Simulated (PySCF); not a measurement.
# From a computed spectrum to the compound

A species of 7 atoms with charge 0 has these harmonic modes (PBE, small Gaussian bases with core potentials, PySCF 2.14.0):

| cm⁻¹ | km/mol |
| --- | --- |
| 31 | 9.8 |
| 125 | 1.3 |
| 125 | 1.3 |
| 264 | 0.0 |
| 345 | 244.8 |
| 345 | 244.8 |
| 470 | 0.0 |
| 470 | 0.0 |
| 478 | 434.3 |
| 597 | 149.9 |
| 597 | 149.9 |
| 619 | 0.0 |
| 3879 | 156.8 |
| 3879 | 156.8 |
| 3880 | 0.0 |

(1) Which species is it, and in which structure?

Answers

(1) Yb(OH)3 (singlet in the valence; each metal's 4f electrons, 13 of them, lie in its core potential, out of spins and levels):
```xyz
7

Yb    0.0000    0.0000   -0.0014
O     2.0096    0.0000    0.0043
H     2.9745    0.0000    0.0099
O    -1.0048    1.7404    0.0043
H    -1.4873    2.5760    0.0099
O    -1.0048   -1.7404    0.0043
H    -1.4872   -2.5760    0.0099
```
Ideal gas at 298.15 K and 1 bar: S = 364.1 J/(mol K), Cp = 107.5 J/(mol K), H − H(0 K) = 22.2 kJ/mol (rigid rotor, harmonic modes, spin degeneracy alone, that of the 4f electrons in the core included; the modes under 60 cm⁻¹ make these uncertain). The run didn't use the full symmetry, so degenerate modes split by noise. An lcecp potential fixes the number of 4f electrons, so in runs with it no electron can move into or out of that shell.
 This is one of several that fit.
